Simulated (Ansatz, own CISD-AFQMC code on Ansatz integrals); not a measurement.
CH3NS, SMILES `NC=S` (charge 0, multiplicity 1).

Z-matrix (Å, degrees):
```
C
N 1 1.3343
H 2 1.0050 1 121.63
H 2 1.0074 3 119.18 1 -179.99
H 1 1.0922 2 112.68 3 0.01
S 1 1.6300 5 121.30 2 -180.00
```
Charge 0, multiplicity 1.

Frozen-core correlation energies in cc-pVDZ at a geometry from PBE0-D3(BJ)/def2-TZVP, on an HF energy of -491.59639 Ha (<S^2> = 0.00). Wave-function levels are from Ansatz, the walk from an own CISD-AFQMC code on Ansatz integrals (time step 0.005/Ha, trial state from CCSD amplitudes, largest double 0.10).

```tsv
level	correlation energy (mHa)
MP2	-431.6
CCSD	-459.6
CCSD(T)	-475.9
CCSDT(Q)	-478.0
```

Problem. What correlation energy does phaseless AFQMC give, and where does it lie among these levels?

Solution. -477.4 ± 0.4 mHa (one standard error). AFQMC minus each level: MP2 -45.8 mHa, CCSD -17.8 mHa, CCSD(T) -1.5 mHa, CCSDT(Q) +0.6 mHa.
